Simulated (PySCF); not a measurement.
C₃H₄O₂Si, SMILES C1(=O)C=C[SiH2]O1.

Geometry optimised at PBE0-D3(BJ)/def2-SVP. The structure was generated by enumeration, and PubChem lists no compound with its InChIKey, so it may never have been made.

Method: PySCF with PBE0-D3(BJ)/def2-SVP.

Frequencies are harmonic and unscaled.

Computed normal modes with their intensities:
```json
[
 {"mode": "1", "ν (cm⁻¹)": "153", "IR (km/mol)": "0.1", "moving atoms (share of kinetic energy)": "O 72 %, H 13 %, Si 8 %"},
 {"mode": "2", "ν (cm⁻¹)": "267", "IR (km/mol)": "2.6", "moving atoms (share of kinetic energy)": "C 57 %, H 35 %"},
 {"mode": "3", "ν (cm⁻¹)": "468", "IR (km/mol)": "1.8", "moving atoms (share of kinetic energy)": "O 61 %, C 21 %, Si 12 %"},
 {"mode": "4", "ν (cm⁻¹)": "512", "IR (km/mol)": "24.5", "moving atoms (share of kinetic energy)": "Si 43 %, O 26 %, C 25 %"},
 {"mode": "5", "ν (cm⁻¹)": "566", "IR (km/mol)": "4.7", "moving atoms (share of kinetic energy)": "H 77 %, C 14 %"},
 {"mode": "6", "ν (cm⁻¹)": "611", "IR (km/mol)": "8.6", "moving atoms (share of kinetic energy)": "C 49 %, O 28 %, Si 18 %"},
 {"mode": "7", "ν (cm⁻¹)": "672", "IR (km/mol)": "36.1", "moving atoms (share of kinetic energy)": "H 84 %, Si 9 %"},
 {"mode": "8", "ν (cm⁻¹)": "710", "IR (km/mol)": "36.6", "moving atoms (share of kinetic energy)": "H 51 %, C 40 %"},
 {"mode": "9", "ν (cm⁻¹)": "739", "IR (km/mol)": "13.2", "moving atoms (share of kinetic energy)": "H 57 %, C 39 %"},
 {"mode": "10", "ν (cm⁻¹)": "791", "IR (km/mol)": "2.0", "moving atoms (share of kinetic energy)": "C 37 %, O 34 %, H 19 %, Si 10 %"},
 {"mode": "11", "ν (cm⁻¹)": "849", "IR (km/mol)": "63.9", "moving atoms (share of kinetic energy)": "C 58 %, H 37 %"},
 {"mode": "12", "ν (cm⁻¹)": "882", "IR (km/mol)": "104.1", "moving atoms (share of kinetic energy)": "H 41 %, C 24 %, Si 18 %, O 17 %"},
 {"mode": "13", "ν (cm⁻¹)": "963", "IR (km/mol)": "134.4", "moving atoms (share of kinetic energy)": "O 65 %, H 15 %, C 13 %"},
 {"mode": "14", "ν (cm⁻¹)": "975", "IR (km/mol)": "92.2", "moving atoms (share of kinetic energy)": "H 89 %"},
 {"mode": "15", "ν (cm⁻¹)": "1016", "IR (km/mol)": "0.2", "moving atoms (share of kinetic energy)": "H 77 %, C 23 %"},
 {"mode": "16", "ν (cm⁻¹)": "1064", "IR (km/mol)": "80.2", "moving atoms (share of kinetic energy)": "H 84 %, C 8 %"},
 {"mode": "17", "ν (cm⁻¹)": "1239", "IR (km/mol)": "173.8", "moving atoms (share of kinetic energy)": "C 53 %, H 31 %, O 14 %"},
 {"mode": "18", "ν (cm⁻¹)": "1321", "IR (km/mol)": "42.6", "moving atoms (share of kinetic energy)": "C 54 %, H 44 %"},
 {"mode": "19", "ν (cm⁻¹)": "1648", "IR (km/mol)": "9.8", "moving atoms (share of kinetic energy)": "C 94 %"},
 {"mode": "20", "ν (cm⁻¹)": "1916", "IR (km/mol)": "398.7", "moving atoms (share of kinetic energy)": "C 64 %, O 35 %"},
 {"mode": "21", "ν (cm⁻¹)": "2272", "IR (km/mol)": "87.1", "moving atoms (share of kinetic energy)": "H 98 %"},
 {"mode": "22", "ν (cm⁻¹)": "2274", "IR (km/mol)": "105.5", "moving atoms (share of kinetic energy)": "H 95 %"},
 {"mode": "23", "ν (cm⁻¹)": "3217", "IR (km/mol)": "0.2", "moving atoms (share of kinetic energy)": "H 92 %, C 8 %"},
 {"mode": "24", "ν (cm⁻¹)": "3240", "IR (km/mol)": "0.1", "moving atoms (share of kinetic energy)": "H 91 %, C 9 %"}
]
```
